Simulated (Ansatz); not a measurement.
A structure drawn as `[NH2][GeH2][F]`, with this starting geometry:

```xyz
7

N    -0.679   -0.199   -0.939
Ge    0.378    0.353    0.416
F     0.656   -1.017    1.474
H    -0.198   -0.949   -1.443
H    -1.593   -0.579   -0.546
H    -0.310    1.514    1.199
H     1.745    0.878   -0.162
```

Charge 0, multiplicity 1.

(1) Relax it with Ansatz at PBE-D4/def2-SVP and then PBE0-D4/def2-TZVP. Is the drawn bonding still there?

(2) Give the relaxed structure. (Estimate.)

Atoms count as bonded under 1.1 times the sum of their covalent radii (H–H under 0.85 Å, pairs among N, O and F under 1.55 Å), and a drawn bond as lost past 1.3 times.

## Answers

(1) Yes, every drawn bond is still there and no new one forms.

(2) Ansatz gave: 
Z-matrix (Å, degrees):
```
Ge
F 1 1.752
N 1 1.811 2 111.5
H 1 1.530 2 105.1 3 -118.3
H 1 1.530 2 105.1 3 118.3
H 3 1.009 1 116.2 2 65.7
H 3 1.009 1 116.2 2 -65.7
```
All modes are real.
